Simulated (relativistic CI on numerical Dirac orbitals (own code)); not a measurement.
# Magnetism of Tc6+, 4d, in a crystal field

Calculated by Dirac-Coulomb-Breit CI, orbitals from a KLI potential per configuration, model QED (radiative potential, 1s self-energy scaled to tabulated hydrogen-like ionisation energies), valence Slater integrals scaled by 0.7, one configuration in a parametric crystal field (own radial code).

Field parameters in Wybourne normalisation: Td as Oh with Dq negative (B⁴₀ = 21Dq, B⁴₄ = √(5/14) B⁴₀). The field is a parameter set, without covalency.

S is read from ⟨S²⟩ = S(S + 1).

Powder χT (cm³ K mol⁻¹) by Van Vleck's formula, with temperature-independent terms:

| Field | 2 K | 5 K | 10 K | 20 K | 50 K | 100 K | 200 K | 300 K |
| --- | --- | --- | --- | --- | --- | --- | --- | --- |
| Td, 10Dq = -3800 cm⁻¹ | 0.155 | 0.155 | 0.156 | 0.157 | 0.162 | 0.169 | 0.184 | 0.199 |
| Td, 10Dq = -6800 cm⁻¹ | 0.174 | 0.174 | 0.175 | 0.176 | 0.18 | 0.186 | 0.199 | 0.212 |
| Td, 10Dq = -9850 cm⁻¹ | 0.213 | 0.213 | 0.214 | 0.215 | 0.218 | 0.223 | 0.232 | 0.242 |
| Td, 10Dq = -12850 cm⁻¹ | 0.243 | 0.243 | 0.243 | 0.244 | 0.246 | 0.25 | 0.258 | 0.266 |
| Td, 10Dq = -15900 cm⁻¹ | 0.264 | 0.264 | 0.265 | 0.265 | 0.267 | 0.27 | 0.277 | 0.283 |
| Td, 10Dq = -18950 cm⁻¹ | 0.28 | 0.28 | 0.281 | 0.281 | 0.283 | 0.285 | 0.291 | 0.296 |

Question: For Td, 10Dq = -9850 cm⁻¹: what effective moment follows at 300 K?

Answer: μ_eff = √(8χT) = 1.39 μB. The ground level has S = 0.50; the spin-only moment for S = 1/2 is 1.73 μB. The difference comes from the orbital moment, spin-orbit mixing of terms and temperature-independent paramagnetism, all larger in this ionic model than in covalent complexes.
